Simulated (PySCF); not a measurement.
Two species compared at the same levels of theory.

First species: C₃H₂BrNO.
Numbering: `[Br:1][c:2]1[n:3][cH:4][cH:5][o:6]1` (hydrogens: H7 on C4; H8 on C5)

Second species: heptane, C7H16.
Bonds: C1–C2, C2–C3, C3–C4, C4–C5, C5–C6, C6–C7. Hydrogens: H8, H9, H10 on C1; H11, H12 on C2; H13, H14 on C3; H15, H16 on C4; H17, H18 on C5; H19, H20 on C6; H21, H22, H23 on C7.

Levels: B3LYP/def2-SVPD for dipole moment, HOMO energy, LUMO energy, HOMO–LUMO gap, static isotropic polarisability and electronic spatial extent ⟨r²⟩ about the centre of nuclear charge; TDDFT B3LYP/def2-SVPD for lowest singlet excitation; TDA B3LYP/def2-SVPD for lowest triplet excitation (Tamm–Dancoff); ΔSCF B3LYP/def2-SVPD for vertical ionisation energy; PBE0-D3(BJ)/def2-SVP for rotational constant A and rotational constant C. Geometries: PBE0-D3(BJ)/def2-SVP. Each species is one conformer at its optimised geometry, gas phase, non-relativistic unless stated; the electronic structure was computed with PySCF and density fitting.

The conformers computed, where there is a choice (atom-mapped SMILES and torsion angles):
- `[CH3:1][CH2:2][CH2:3][CH2:4][CH2:5][CH2:6][CH3:7]`: C1–C2–C3–C4 180°, C2–C3–C4–C5 180°, C3–C4–C5–C6 180°, C4–C5–C6–C7 180°

Values for the first species:

```
Dipole moment                                                     : 2.03 D
HOMO energy                                                       : -7.13 eV
LUMO energy                                                       : -0.82 eV
HOMO–LUMO gap                                                     : 6.31 eV
Lowest singlet excitation                                         : 5.54 eV
Lowest triplet excitation (Tamm–Dancoff)                          : 4.12 eV
Static isotropic polarisability                                   : 64.7 au
Vertical ionisation energy                                        : 9.37 eV
Electronic spatial extent ⟨r²⟩ about the centre of nuclear charge : 848 bohr²
Rotational constant A                                             : 9.738 GHz
Rotational constant C                                             : 1.223 GHz
```

(1) Estimate the same properties for the second species, and the change in each.

## Answers

(1) 
```csv
property,first,second,second less first
dipole moment,2.03 D,0.09 D,-1.94 D
HOMO energy,-7.13 eV,-8.50 eV,-1.37 eV
LUMO energy,-0.82 eV,0.53 eV,+1.35 eV
HOMO–LUMO gap,6.31 eV,9.03 eV,+2.72 eV
lowest singlet excitation,5.54 eV,8.15 eV,+2.61 eV
lowest triplet excitation (Tamm–Dancoff),4.12 eV,8.08 eV,+3.96 eV
static isotropic polarisability,64.7 au,90.3 au,+25.6 au
vertical ionisation energy,9.37 eV,10.34 eV,+0.97 eV
electronic spatial extent ⟨r²⟩ about the centre of nuclear charge,848 bohr²,1697 bohr²,+849 bohr²
rotational constant A,9.738 GHz,12.117 GHz,+2.379 GHz
rotational constant C,1.223 GHz,0.708 GHz,-0.515 GHz
```

On the first: The ΔSCF ionisation energy exceeds −ε(HOMO) by 2.24 eV with B3LYP. In atomic units the dipole is 0.80 e·bohr (1 au = 2.5417 D). The calculation is non-relativistic and has no spin–orbit coupling, an omission that weighs most on bromine.

On the second: The vertical singlet–triplet gap S1 − T1 is 0.07 eV (TDDFT singlet less Tamm–Dancoff triplet; S1: HOMO→LUMO, weight 0.97; T1: HOMO→LUMO, weight 0.96). The principal polarisabilities are 77.7, 83.4 and 109.9 au; their mean is the isotropic value.
